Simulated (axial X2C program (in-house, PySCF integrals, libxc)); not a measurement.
**Spin–orbit effects along a row: molecules with Ga, PBE0**

All values come from calculations with an in-house relativistic program for diatomic molecules, spin-free (one-electron X2C) or two-component (2c: spin–orbit coupling with atomic mean-field Coulomb and Gaunt terms, which also bring small scalar terms), in Dyall basis sets with cores contracted in-house; open shells are unrestricted.

Basis sets: Br dyall-cv3z, Cr dyall-cv3z, Ga dyall-cv3z, Ge dyall-cv3z, Ni dyall-cv3z, Ti dyall-cv3z, Zn dyall-cv3z.

```csv
molecule,spin-free state,Re (Å),ωe (cm⁻¹),De (eV),2c state,Re 2c (Å),ωe 2c (cm⁻¹),De 2c (eV)
TiGa,"M_S = 5/2, Λ = 2",2.465,263.6,n/a,Ω = 1/2,2.465,263.9,n/a
CrGa,"M_S = 5/2, Λ = 0",2.697,169.2,1.05,Ω = 5/2,2.698,168.9,n/a
NiGa,"M_S = 1/2, Λ = 2",2.356,231.6,1.94,Ω = 5/2,2.357,231.4,n/a
ZnGa,"M_S = 1/2, Λ = 1",2.668,126.7,0.32,Ω = 1/2,2.671,125.4,n/a
GaGe,"M_S = 3/2, Λ = 0",2.467,218.5,2.40,Ω = 3/2,2.468,218.1,n/a
GaBr,"M_S = 0, Λ = 0",2.367,262.3,4.34,Ω = 0,2.368,261.9,n/a
```

Problem. Work out the shifts from the spin-free to the two-component result.

Solution. 

```json
{"molecule": "TiGa", "2c state": "Ω = 1/2", "ΔRe (Å)": "0.000", "Δωe (cm⁻¹)": "0.3", "ΔDe (eV)": "n/a"}
{"molecule": "CrGa", "2c state": "Ω = 5/2", "ΔRe (Å)": "0.001", "Δωe (cm⁻¹)": "-0.3", "ΔDe (eV)": "n/a"}
{"molecule": "NiGa", "2c state": "Ω = 5/2", "ΔRe (Å)": "0.001", "Δωe (cm⁻¹)": "-0.2", "ΔDe (eV)": "n/a"}
{"molecule": "ZnGa", "2c state": "Ω = 1/2", "ΔRe (Å)": "0.003", "Δωe (cm⁻¹)": "-1.3", "ΔDe (eV)": "n/a"}
{"molecule": "GaGe", "2c state": "Ω = 3/2", "ΔRe (Å)": "0.001", "Δωe (cm⁻¹)": "-0.4", "ΔDe (eV)": "n/a"}
{"molecule": "GaBr", "2c state": "Ω = 0", "ΔRe (Å)": "0.001", "Δωe (cm⁻¹)": "-0.4", "ΔDe (eV)": "n/a"}
```

Shifts of one unit in the last digit are rounding.

Each entry is the lowest single determinant of a limited PBE0 search at one distance. De goes to single-determinant-based atoms at the same level (for ions the charge split of lowest energy) and is withheld (n/a) where an atom does not fit its ground term or J level. Main or longest-lived isotopes. One determinant is a doubtful description, or other states lie close, for TiGa, CrGa, NiGa, ZnGa, GaGe; these need not be ground states, and all values refer to the states named. With several unpaired electrons the Ω given is that of one determinant, not necessarily of the lowest component. The functionals have no current term, which raises determinants with orbital currents. Where the atoms have a lower orbital projection than the molecule, De at mean-field level may be about a tenth of an eV too small.
